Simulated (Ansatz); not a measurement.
Species: GeSiH5, charge 1, singlet. GeSiH5+ (parent SMILES [SiH3][GeH2], singlet).
B3LYP-D3(BJ)/def2-TZVP minimum from Ansatz (a quantum-chemistry and plane-wave program):
```xyz
7

Si    -1.6236     0.1839    -0.0085
Ge     0.7898    -0.0884    -0.0008
H     -2.1148    -0.8572    -0.9237
H     -1.8417     1.5772    -0.4252
H     -1.8912    -0.0789     1.4212
H      1.5143    -1.4266    -0.2163
H      1.7911     1.0410     0.2889
```
Charge +1, spin multiplicity 1.

Total energies in def2-TZVPP, 12 correlated electrons, 19 frozen orbitals. Open shells are spin-unrestricted; no spin-orbit coupling. Correlated methods leave the cores frozen (noble-gas shells, and filled d and f shells in the p block). No relativity. The spin of H5GeSi+ (parent SMILES [SiH3][GeH2], singlet) was assumed, and the state is the lowest solution found for it.

```json
[
 {"method": "HF", "program": "Ansatz", "energy (Eh)": "-2366.93039", "minus CCSDT(Q) (mEh)": "271.76"},
 {"method": "MP2", "program": "Ansatz", "energy (Eh)": "-2367.14894", "minus CCSDT(Q) (mEh)": "53.21"},
 {"method": "CCSD", "program": "Ansatz", "energy (Eh)": "-2367.19331", "minus CCSDT(Q) (mEh)": "8.84"},
 {"method": "CCSD(T)", "program": "Ansatz", "energy (Eh)": "-2367.20060", "minus CCSDT(Q) (mEh)": "1.55"},
 {"method": "CCSDT(Q)", "program": "Ansatz", "energy (Eh)": "-2367.20215", "minus CCSDT(Q) (mEh)": "0.00"}
]
```

Rough core times of Ansatz's runs on a shared machine: CCSD(T) under 20 s, CCSDT(Q) 30 min.
